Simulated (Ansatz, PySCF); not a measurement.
C4H6BF, SMILES C=C=CB(C)F. Atoms are numbered in the order given.

```xyz
12

C      2.7430    -0.0180    -0.1545
C      1.5009     0.1964    -0.4969
C      0.2359     0.3971    -0.8103
B     -0.9302    -0.0262     0.1320
C     -2.4474     0.2193    -0.1823
F     -0.6172    -0.6145     1.2931
H      3.3114     0.7284     0.4107
H      3.2506    -0.9517    -0.4193
H      0.0146     0.8796    -1.7722
H     -3.0577    -0.6610     0.0800
H     -2.8099     1.0444     0.4598
H     -2.6458     0.4999    -1.2271
```
Charge 0, spin multiplicity 1.

Coordinates come from a B3LYP-D3(BJ)/def2-SVP optimisation. This is a generated structure with no PubChem entry under its InChIKey; it may be hypothetical. One conformer was computed; it need not be the lowest.

Two levels are set side by side: PBE-D3(BJ)/def2-SVP (Ansatz, a quantum-chemistry and plane-wave program) and B3LYP-D3(BJ)/def2-SVP (Ansatz). Each level has its own optimised geometry; the coordinates shown are those of the second. Frequencies come from the Hessian of PySCF at each geometry. Differences are taken from unrounded values.

```csv
quantity,B3LYP-D3(BJ)
mean bond length (Å),1.244
bond C1–C2 (Å),1.306
bond C2–C3 (Å),1.319
bond C3–B4 (Å),1.558
bond B4–C5 (Å),1.569
bond B4–F6 (Å),1.339
bond C1–H7 (Å),1.095
bond C1–H8 (Å),1.095
bond C3–H9 (Å),1.099
bond C5–H10 (Å),1.103
bond C5–H11 (Å),1.107
bond C5–H12 (Å),1.100
highest harmonic wavenumber (cm⁻¹),3213
mean harmonic wavenumber (cm⁻¹),1306
zero-point energy (kcal/mol),56.02
```

Task: What does PBE-D3(BJ) give, and how far is it from B3LYP-D3(BJ)? (Estimate from the structure and the level; the computed values follow.)

Result: 
```csv
quantity,PBE-D3(BJ),PBE-D3(BJ) minus B3LYP-D3(BJ)
mean bond length (Å),1.251,0.007
bond C1–C2 (Å),1.314,0.008
bond C2–C3 (Å),1.326,0.007
bond C3–B4 (Å),1.563,0.005
bond B4–C5 (Å),1.572,0.003
bond B4–F6 (Å),1.347,0.008
bond C1–H7 (Å),1.103,0.008
bond C1–H8 (Å),1.103,0.008
bond C3–H9 (Å),1.107,0.008
bond C5–H10 (Å),1.109,0.006
bond C5–H11 (Å),1.114,0.007
bond C5–H12 (Å),1.107,0.007
highest harmonic wavenumber (cm⁻¹),3152,-61
mean harmonic wavenumber (cm⁻¹),1272,-35
zero-point energy (kcal/mol),54.54,-1.48
```

GGA bonds tend to be longer and softer than those of functionals with exact exchange. Differences between two approximate levels are no errors against the true value.
